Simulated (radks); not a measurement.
The numbers below are computed, except where a source is named.
Numerical settings for neutral aluminium, [Ne] 3s2 3p1. Code: a radial shooting solver on a logarithmic mesh with Libxc functionals. Model: non-relativistic Kohn-Sham, LDA (Slater exchange, Perdew-Wang correlation), spin-polarised, spherical densities, point nucleus; open shells are filled with parallel spins first. The defaults (mesh step 0.008 in ln r, mesh end at 40 bohr or more with all orbitals vanishing there, Anderson mixing 0.5 over 9 steps, residual threshold near 1e-9 with the energy settled to 1e-9 hartree or 1e-11 of itself, here a cap of 57 iterations) give E = -241.3166 hartree and 3p at -3.021 eV in 14 iterations. Times are rough (one thread of a shared host). Changes against that run (0 stands for a change within the tolerance of the run):

[
 {"setting": "mesh step in ln r 0.2", "iterations": "36", "converged": "no", "E (mhartree)": "diverged", "e(3p) (meV)": "-", "CPU (s)": "0.13"},
 {"setting": "mesh step in ln r 0.03", "iterations": "14", "converged": "yes", "E (mhartree)": "0", "e(3p) (meV)": "0", "CPU (s)": "0.05"},
 {"setting": "mesh step in ln r 0.05", "iterations": "14", "converged": "yes", "E (mhartree)": "+0.000318", "e(3p) (meV)": "0", "CPU (s)": "0.04"},
 {"setting": "mesh end (bohr) 20", "iterations": "14", "converged": "yes", "E (mhartree)": "0", "e(3p) (meV)": "+0.0142", "CPU (s)": "0.14"},
 {"setting": "mesh end (bohr) 3", "iterations": "14", "converged": "level above zero", "E (mhartree)": "+1.37e+03", "e(3p) (meV)": "+2.23e+04", "CPU (s)": "0.11"},
 {"setting": "residual threshold 0.1", "iterations": "9", "converged": "yes", "E (mhartree)": "0", "e(3p) (meV)": "+0.101", "CPU (s)": "0.12"},
 {"setting": "residual threshold 0.001", "iterations": "9", "converged": "yes", "E (mhartree)": "0", "e(3p) (meV)": "+0.101", "CPU (s)": "0.12"},
 {"setting": "mixing 2.5", "iterations": "15", "converged": "yes", "E (mhartree)": "0", "e(3p) (meV)": "0", "CPU (s)": "0.16"},
 {"setting": "linear mixing, mixing 0.05", "iterations": "57", "converged": "no", "E (mhartree)": "+0.116", "e(3p) (meV)": "-119", "CPU (s)": "0.46"},
 {"setting": "linear mixing, mixing 0.2", "iterations": "57", "converged": "no", "E (mhartree)": "0", "e(3p) (meV)": "-0.00787", "CPU (s)": "0.41"},
 {"setting": "mixing history 3", "iterations": "16", "converged": "yes", "E (mhartree)": "0", "e(3p) (meV)": "0", "CPU (s)": "0.16"},
 {"setting": "iteration cap 5", "iterations": "5", "converged": "no", "E (mhartree)": "+0.00681", "e(3p) (meV)": "+13.5", "CPU (s)": "0.07"}
]

Settled on a wrong energy, with an occupied level pushed above zero by the early mesh end: mesh end (bohr) 3 (+1.37 hartree). Apart from these: no run marked as converged misses the energy by more than 1 mhartree. A mesh that ends early acts as a hard wall.
